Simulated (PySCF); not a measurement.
**Bond length, frequency and bond energy of CsZn⁺ by level of theory**

State: ¹Σ⁺ (singlet), closed shell. Set-up: PySCF, scalar-relativistic core potentials, basis sets Cs def2-SVPD with ECP46, Zn def2-SVPD. De refers to Cs⁺ + Zn in their ground configurations, without counterpoise correction. A positive dipole points towards Zn; it is taken about the centre of mass and depends on that origin.

| Level | Re (Å) | ωe (cm⁻¹) | De (eV) | μ (D) | CPU s a point (SCF and correlation, without the integrals) |
| --- | --- | --- | --- | --- | --- |
| RHF-MP2 | 3.969 | 47.2 | 0.208 | n/a | 0.27 |
| RHF-SCS-MP2 | 4.018 | 44.9 | 0.188 | n/a | n/a |
| RHF-CCSD | 4.033 | 43.7 | 0.176 | n/a | n/a |
| RHF-CCSD(T) | 4.009 | 44.6 | 0.182 | n/a | 14 |
| PBE | 3.798 | 56.2 | 0.232 | -3.70 | 1 |
| BP86 | 3.820 | 53.4 | 0.187 | -3.85 | 0.72 |
| r²SCAN | 3.845 | 53.9 | 0.201 | -3.86 | 1.4 |
| M06-L | 3.838 | 54.4 | 0.165 | -4.21 | 1.5 |
| PBE0 | 3.863 | 53.6 | 0.205 | -3.81 | 2.1 |
| HSE06 | 3.845 | 54.3 | 0.209 | -3.80 | 1.4 |
| BHandHLYP | 3.986 | 47.7 | 0.163 | -4.13 | 0.8 |

Task: Which functional lies closest to RHF-CCSD(T) in De, which farthest, and by how much do they differ from it?

Result: Closest is BP86 (-18.9 pm in Re, +19.7 % in ωe, +0.01 eV in De against RHF-CCSD(T) in the same basis), farthest PBE (-21.1 pm in Re, +26.0 % in ωe, +0.05 eV in De). CCSD(T) converges more slowly with the basis than the functionals do and binds too weakly in this one, so the order can change at the basis-set limit.

Task: What does a quarter of exact exchange do here, going from PBE to PBE0?

Result: PBE0 less PBE: +6.5 pm in Re, -4.6 % in ωe, -0.03 eV in De. Exact exchange removes part of the self-interaction that spreads semilocal densities, and in most molecules shortens and stiffens the bond and lowers De; here Re and ωe go the other way.

Task: What does the triples do here, going from RHF-CCSD to RHF-CCSD(T)?

Result: RHF-CCSD(T) less RHF-CCSD: -2.4 pm in Re, +2.1 % in ωe, +0.01 eV in De. Correlation nearly always deepens the well. The bond shortens, as in weak, metallic or heavy-atom bonds, where dispersion and the correlation of outer-core electrons pull the atoms together.

Correlated steps freeze 5 core orbitals. Closed-shell solutions of metal pairs were not tested for spin polarisation, which can lower them a little. The bond is weak. Basis-set superposition, not corrected here, can be much of De in a small basis, most of all at correlated wavefunction levels. Spin–orbit coupling is left out. For an ion De counts to the pair picked by the measured ionisation energies or electron affinities, which need not be the lowest pair at this level.

The whole job (state search and all levels along the bond) took about 4.3 min on 1 thread of Arm Neoverse N1 (shared host), peak memory 0.74 GiB.
